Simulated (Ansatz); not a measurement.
Relaxation of ClFGeH$_{2}$ (5 atoms, charge 0, multiplicity 1), to a largest force component of 0.02 eV/Å in at most 40 steps.

Level of theory: RKS PBE/def2-SVP (Ansatz 0.2.0).

```xyz
5
Properties=species:S:1:pos:R:3
Ge 0.000 0.000 0.000
F 0.000 0.000 1.680
Cl 2.094 0.000 -0.739
H -0.730 1.265 -0.516
H -0.730 -1.265 -0.516
```

Question: Where does it end, and by what steps?

Answer: The forces met the threshold. After 4 steps the energy has fallen by 0.133 eV; H4 moved furthest, 0.07 Å.

| step | energy less start (eV) | largest force component (eV/Å) | accepted |
| --- | --- | --- | --- |
| 0 | 0.0000 | 2.885 | yes |
| 1 | -0.0968 | 1.182 | yes |
| 2 | -0.1316 | 0.242 | yes |
| 3 | -0.1330 | 0.035 | yes |
| 4 | -0.1331 | 0.015 | yes |

```xyz
5
Properties=species:S:1:pos:R:3
Ge -0.023 0.000 -0.059
F 0.005 0.000 1.694
Cl 2.035 0.000 -0.726
H -0.692 1.319 -0.501
H -0.692 -1.319 -0.501
```

Time of the run: 22 s on 1 thread of Intel(R) Xeon(R) Platinum 8175M CPU @ 2.50GHz (Skylake/Cascade Lake), with other jobs on the host, peak memory 0.16 GiB.
